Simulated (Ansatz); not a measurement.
Consider the germylene formation by 1,1-elimination: `[F][GeH2][O][SiH3]` → `[F][GeH]` + `O[SiH3]`.

Isolated molecules relaxed with PBE0-D4/def2-TZVP in Ansatz; ΔE leaves out vibrations. CCSD(T)/CBS is the MP2 limit (def2-TZVPP, def2-QZVPP) plus CCSD(T) − MP2 in def2-TZVPP, frozen cores. Functionals use def2-TZVPP. HSE06 is defined as in plane-wave codes. For Ge outer-core shells are correlated without core-valence functions, which leaves a few kJ/mol of doubt a bond. Scalar relativity is left out up to krypton. Each species was taken in one conformer, which may not be the lowest.

```tsv
level	ΔE (kJ/mol)	difference from CCSD(T)/CBS
PBE-D4	151.5	-19.5
r2SCAN-D4	179.9	8.9
B97M-V	176.8	5.8
PBE0-D4	170.0	-1.0
r2SCANh-D4	182.7	11.7
r2SCAN0-D4	186.8	15.8
HSE06-D4	170.0	-1.0
BHLYP-D4	175.2	4.2
ωB97X-V	177.6	6.6
revPBE	127.9	-43.1
r2SCAN0	184.3	13.3
HSE06	163.5	-7.5
MP2/def2-TZVPP	195.4	24.4
CCSD(T)/def2-TZVPP	182.3	11.3
HF/def2-QZVPP	173.5	2.5
SCS-MP2/def2-QZVPP	181.7	10.7
CCSD(T)/CBS	171.0	0
```

Largest T1 diagnostic among the species: 0.014.

Leaving LDA and LC-ωPBE aside and taking each functional with its dispersion term where it has one, the values, not all of them listed here, spread over 56.5 kJ/mol, from BLYP-D4 to PBE-QIDH. LDA lies +39.4 kJ/mol from PBE without D4. The D4 term adds +12.5 kJ/mol with B3LYP and +6.8 kJ/mol with PBE0; it sums over pairs of atoms, weighted by their polarisabilities, and B3LYP, whose exchange is more repulsive, gets the larger term.

B3LYP here is the variant with VWN-RPA as its local correlation; programs differ in this.
